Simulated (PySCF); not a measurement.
CuF, SMILES [F][Cu], multiplicity 1. Atoms are numbered in the order given.

```xyz
2

Cu     0.0000     0.0000    -0.4179
F      0.0000     0.0000     1.3466
```
Charge 0, spin multiplicity 1.

Coordinates come from a PBE0-D3(BJ)/def2-TZVPD optimisation. The multiplicity is an assumed one; other spin states were not compared.

Method: TDA-M06-2X/def2-TZVPD in PySCF 2.14.0.

Vertical excitations; the highest root listed may be one member of a degenerate set. Gas-phase values at a fixed geometry. State labels are in the subgroup C2v.

Task: Give excitation energies, oscillator strengths and character. (The exact figures need the calculation; the answer reports its results.)

Result: 
```
state  symmetry  energy (eV)  λ (nm)      f                                 main pairs
-----  --------  -----------  ------  -----  -----------------------------------------
S1           A1         2.88     430  0.001                             HOMO→LUMO 88 %
S2           B1         3.02     411  0.010  HOMO−2→LUMO, HOMO−6→LUMO (degenerate set)
S3           B2         3.02     411  0.010  HOMO−1→LUMO, HOMO−5→LUMO (degenerate set)
S4           A2         3.57     347  0.000               HOMO−3→LUMO (degenerate set)
S5           A1         3.57     347  0.000               HOMO−4→LUMO (degenerate set)
S6           B1         5.73     216  0.002  HOMO−6→LUMO, HOMO−2→LUMO (degenerate set)
S7           B2         5.73     216  0.002  HOMO−5→LUMO, HOMO−1→LUMO (degenerate set)
S8           B1         6.63     187  0.061               HOMO→LUMO+1 (degenerate set)
S9           B2         6.63     187  0.061               HOMO→LUMO+2 (degenerate set)
S10          A2         6.85     181  0.000     HOMO−2→LUMO+2 43 %, HOMO−1→LUMO+1 43 %
T1           A1         1.99     622      0                             HOMO→LUMO 85 %
T2           B2         2.48     501      0  HOMO−1→LUMO, HOMO−5→LUMO (degenerate set)
T3           B1         2.48     501      0  HOMO−2→LUMO, HOMO−6→LUMO (degenerate set)
T4           A2         3.05     406      0                           HOMO−3→LUMO 91 %
```
Triplets are in the Tamm–Dancoff approximation.
